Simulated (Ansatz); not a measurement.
Compare A (`[NH2][SnH2][SiH2]O`) with its isomer B (`N[SiH2][O][SnH3]`).

Program: Ansatz. Geometries: PBE0-D4/def2-TZVP. ΔE: electronic, gas phase. CCSD(T)/CBS adds triple-zeta CCSD(T) − MP2 to the extrapolated MP2 energy (def2 sets, frozen cores). DFT in def2-TZVPP. B3LYP here is the variant with VWN-RPA as its local correlation; programs differ in this. Elements past krypton have def2 core potentials. For Sn outer-core shells are correlated without core-valence functions, which leaves a few kJ/mol of doubt a bond. Each species was taken in one conformer, which may not be the lowest.

Problem. Which is lower in electronic energy at CCSD(T)/CBS, and by how much? (Best estimate.)

Solution. Computed: B, by 20.0 kcal/mol.

Problem. Give E(B) − E(A) in kcal/mol with PBE0-D4, CCSD/def2-TZVPP, ωB97M-V, r2SCAN-D4, B3LYP-D4, MP2/def2-TZVPP, B2PLYP. (Best estimate.)

Solution. The calculation gave: PBE0-D4 -16.6, CCSD/def2-TZVPP -21.8, ωB97M-V -20.8, r2SCAN-D4 -19.0, B3LYP-D4 -19.6, MP2/def2-TZVPP -20.5, B2PLYP -20.6. None reverses the order clearly.

Largest T1 diagnostic: 0.013.

In def2-TZVPP, CCSD(T) changes the Hartree–Fock value by +8.4 kcal/mol (the triples alone add +1.2 kcal/mol) and MP2 by +8.6 kcal/mol. From PBE to PBE0 (25 % exact exchange), in def2-TZVPP and without D4, E(B) − E(A) moves by −2.6 kcal/mol.
